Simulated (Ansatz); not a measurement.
Steps of a relaxation of `[NH2][Ge]([F])([F])[Cl]` with RKS PBE0-D4/def2-TZVP.

```sh
$ ansatz run in.yaml --threads 4 --pin off --events-out ev --progress --plain --max-ram 10444MiB
```

```yaml
crystal:
  periodic: [false, false, false]
  atoms:
    - {symbol: N, position_ang: [-0.351139, 0.781036, 0.847341]}
    - {symbol: Ge, position_ang: [0.027076, -0.402954, -0.468893]}
    - {symbol: F, position_ang: [-1.403392, -1.305191, -0.861002]}
    - {symbol: F, position_ang: [1.174429, -1.647377, -0.040745]}
    - {symbol: Cl, position_ang: [0.748482, 0.620935, -2.203090]}
    - {symbol: H, position_ang: [0.341674, 1.535232, 0.909984]}
    - {symbol: H, position_ang: [-0.475930, 0.350319, 1.770705]}
basis:
  gaussian: {orbitals: def2-TZVP}
hamiltonian: {xc: pbe0, dispersion: d4}
relax: {f_tol: 0.005, max_steps: 150}
```

Positions (Å) and forces (eV/Å) along the path, 11 of 11 steps:

```xyz
7
step=1 energy=-75986.7108 eV
N    -0.351    0.781    0.847    0.440   -0.106    0.276
Ge    0.027   -0.403   -0.469   -0.049   -0.374   -0.132
F    -1.403   -1.305   -0.861    0.691    0.424    0.174
F     1.174   -1.647   -0.041   -0.533    0.585   -0.216
Cl    0.748    0.621   -2.203   -0.204   -0.329    0.484
H     0.342    1.535    0.910   -0.420   -0.457   -0.026
H    -0.476    0.350    1.771    0.075    0.258   -0.560
7
step=2 energy=-75986.7516 eV
N    -0.348    0.778    0.846    0.200   -0.092    0.055
Ge    0.027   -0.394   -0.467   -0.090   -0.313    0.036
F    -1.389   -1.291   -0.860    0.287    0.183    0.096
F     1.168   -1.627   -0.050   -0.238    0.257   -0.065
Cl    0.740    0.595   -2.186   -0.012   -0.013    0.022
H     0.338    1.523    0.913   -0.136   -0.100    0.001
H    -0.474    0.349    1.758   -0.011    0.079   -0.144
7
step=3 energy=-75986.7578 eV
N    -0.340    0.771    0.844    0.085   -0.029   -0.023
Ge    0.029   -0.393   -0.471   -0.045   -0.019    0.067
F    -1.380   -1.285   -0.848   -0.003    0.002   -0.013
F     1.160   -1.618   -0.048    0.010    0.004   -0.010
Cl    0.738    0.593   -2.190    0.008    0.013   -0.027
H     0.337    1.518    0.918   -0.025    0.026    0.008
H    -0.482    0.346    1.750   -0.030    0.003   -0.003
7
step=4 energy=-75986.7586 eV
N    -0.335    0.770    0.844    0.052   -0.031   -0.010
Ge    0.030   -0.396   -0.469   -0.010    0.038    0.021
F    -1.380   -1.285   -0.848   -0.027   -0.015   -0.003
F     1.162   -1.619   -0.054    0.019   -0.020    0.006
Cl    0.737    0.591   -2.190    0.004    0.010   -0.013
H     0.336    1.522    0.921   -0.014    0.014   -0.001
H    -0.489    0.349    1.750   -0.024    0.004    0.001
7
step=5 energy=-75986.7593 eV
N    -0.323    0.766    0.844    0.003   -0.012    0.031
Ge    0.033   -0.398   -0.469    0.017    0.048   -0.015
F    -1.381   -1.284   -0.842   -0.019   -0.016    0.000
F     1.167   -1.623   -0.061    0.012   -0.018    0.002
Cl    0.735    0.591   -2.193   -0.005   -0.008    0.013
H     0.337    1.526    0.927   -0.002   -0.005   -0.007
H    -0.506    0.354    1.749   -0.005    0.012   -0.023
7
step=6 energy=-75986.7595 eV
N    -0.319    0.766    0.843    0.006    0.010   -0.024
Ge    0.035   -0.398   -0.469    0.002    0.000    0.002
F    -1.380   -1.285   -0.835   -0.003   -0.001    0.001
F     1.170   -1.624   -0.067    0.001    0.003   -0.002
Cl    0.732    0.592   -2.194    0.000   -0.001    0.002
H     0.343    1.523    0.931   -0.003   -0.006    0.006
H    -0.521    0.359    1.745   -0.003   -0.004    0.016
7
step=7 energy=-75986.7595 eV
N    -0.318    0.767    0.842   -0.007    0.002   -0.004
Ge    0.036   -0.398   -0.470   -0.001   -0.013    0.003
F    -1.380   -1.286   -0.831    0.005    0.005    0.001
F     1.173   -1.623   -0.070   -0.002    0.004   -0.001
Cl    0.731    0.591   -2.195   -0.001    0.001   -0.004
H     0.347    1.520    0.935    0.004    0.001    0.006
H    -0.529    0.361    1.743    0.002    0.000   -0.001
7
step=8 energy=-75986.7596 eV
N    -0.315    0.769    0.840   -0.010    0.000    0.024
Ge    0.039   -0.397   -0.470   -0.015   -0.023   -0.001
F    -1.379   -1.287   -0.824    0.010    0.006    0.004
F     1.179   -1.621   -0.074   -0.002    0.010   -0.002
Cl    0.726    0.589   -2.200    0.005    0.001   -0.003
H     0.359    1.513    0.945    0.002   -0.001    0.005
H    -0.548    0.365    1.737    0.010    0.007   -0.026
7
step=9 energy=-75986.7596 eV
N    -0.315    0.772    0.838    0.000    0.009    0.025
Ge    0.038   -0.396   -0.471   -0.004   -0.015    0.002
F    -1.379   -1.289   -0.818    0.011    0.010    0.001
F     1.184   -1.616   -0.077   -0.003    0.003    0.001
Cl    0.724    0.587   -2.203   -0.003    0.001   -0.002
H     0.369    1.507    0.953   -0.010   -0.014    0.000
H    -0.560    0.367    1.731    0.009    0.008   -0.026
7
step=10 energy=-75986.7596 eV
N    -0.316    0.773    0.838    0.003    0.005    0.012
Ge    0.038   -0.395   -0.471   -0.001   -0.005   -0.003
F    -1.379   -1.288   -0.817    0.004    0.003    0.001
F     1.185   -1.614   -0.076   -0.001    0.001    0.000
Cl    0.723    0.586   -2.204   -0.001   -0.001   -0.001
H     0.372    1.504    0.956   -0.006   -0.006   -0.001
H    -0.562    0.366    1.729    0.002    0.004   -0.009
7
step=11 energy=-75986.7597 eV
N    -0.315    0.774    0.838    0.001    0.003    0.001
Ge    0.039   -0.395   -0.471   -0.001   -0.001   -0.001
F    -1.378   -1.288   -0.816    0.000   -0.001   -0.001
F     1.185   -1.613   -0.076    0.000    0.000   -0.001
Cl    0.722    0.586   -2.206    0.000    0.000    0.000
H     0.373    1.503    0.958   -0.001   -0.001    0.001
H    -0.564    0.366    1.728    0.000    0.001    0.000
```

It took 22 s on 4 threads of an INTEL XEON PLATINUM 8581C on a shared host, with 0.58 GiB of host memory at the peak.
